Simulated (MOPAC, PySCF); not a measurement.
H₂OSi, SMILES `O=[SiH2]`, neutral singlet in the gas phase. 

Z-matrix (Å, degrees):
```
Si
O 1 1.5155
H 1 1.4815 2 124.08
H 1 1.4815 3 111.86 2 179.85
```
Charge 0, multiplicity 1.

All levels are single points at this geometry (ωB97X-D3(BJ)/def2-TZVPD); Pople sets use spherical d functions. Orbital energies aren't observables, and empty levels follow the basis.

| level | HOMO (eV) | LUMO (eV) | gap (eV) | dipole (D) | vertical IE, Delta-SCF (eV) |
|---|---|---|---|---|---|
| PBE-D3(BJ)/def2-TZVPD in PySCF | -6.82 | -3.18 | 3.64 | 3.47 | – |
| ωB97X-D3(BJ)/def2-TZVPD in PySCF | -10.83 | -0.24 | 10.59 | 3.91 | – |
| B3LYP/3-21G in PySCF | -7.59 | -1.87 | 5.71 | 2.88 | – |
| B3LYP/LANL2DZ in PySCF | -7.90 | -2.48 | 5.42 | 3.86 | – |
| SVWN5/6-31G* in PySCF | -6.63 | -2.92 | 3.71 | 3.21 | 10.83 |
| HF/3-21G in PySCF | -11.67 | 1.66 | 13.33 | 3.73 | – |
| HF/6-31G* in PySCF | -11.90 | 1.42 | 13.32 | 4.21 | 8.93 |
| AM1 in MOPAC | -10.71 | -0.49 | 10.22 | 2.63 | – |
| PM7 in MOPAC | -11.12 | -1.43 | 9.69 | 3.73 | – |
